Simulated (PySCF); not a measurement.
germanium monotelluride (GeTe), SMILES [Te]=[Ge] (connectivity only; charge and spin as stated), neutral, multiplicity 1.

Coordinates come from a r2SCAN-D4/def2-TZVP optimisation. The def2 effective core potentials stand for the cores of Te; spin–orbit coupling is left out.

Method: r2SCAN-D4/def2-TZVP (PySCF).

Frequencies are harmonic and unscaled.

```json
[
 {"mode": "1", "ν (cm⁻¹)": "332", "IR (km/mol)": "12.9", "moving atoms (share of kinetic energy)": "Ge 64 %, Te 36 %"}
]
```
